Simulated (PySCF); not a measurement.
GaH5O2Si. Atoms are numbered in the order given.

```xyz
9

Ga    -0.2875     0.0753    -0.1996
O     -1.6176    -1.1185    -0.3971
H     -2.3532    -0.8615    -0.9674
O     -0.4255     1.6488    -1.0590
H     -1.2139     1.7826    -1.6003
Si     1.6228    -0.4220     1.1509
H      2.1281     0.8182     1.8061
H      2.7046    -0.9842     0.2897
H      1.2708    -1.4245     2.1964
```

The structure is a stationary point at B3LYP-D3(BJ)/def2-SVP. The structure was generated by enumeration; whether it is a known compound was not checked. Other conformers were not sampled.

These are HF/pcSseg-1 run with PySCF values and carry that method's errors.

GIAO shieldings, no solvent; atoms alike by connectivity are averaged. δ = σ(ref) − σ: ¹⁷O against H2O (σ = 333.0 ppm); ¹H against TMS (σ = 31.99 ppm); ²⁹Si against TMS (σ = 393.8 ppm), references at their B3LYP-D3(BJ)/def2-TZVP geometries, non-relativistic.

```csv
atoms,nucleus,count,δ (ppm)
"O2, O4",¹⁷O,2,___
"H7, H8, H9",¹H,3,3.51
"H3, H5",¹H,2,1.93
Si6,²⁹Si,1,___
```

Q: Fill in the missing entries. (Estimate from the structure and the level; the computed values follow.)

A: 
- Si6, δ (ppm): -113.0
- O2, O4, δ (ppm): 40.2
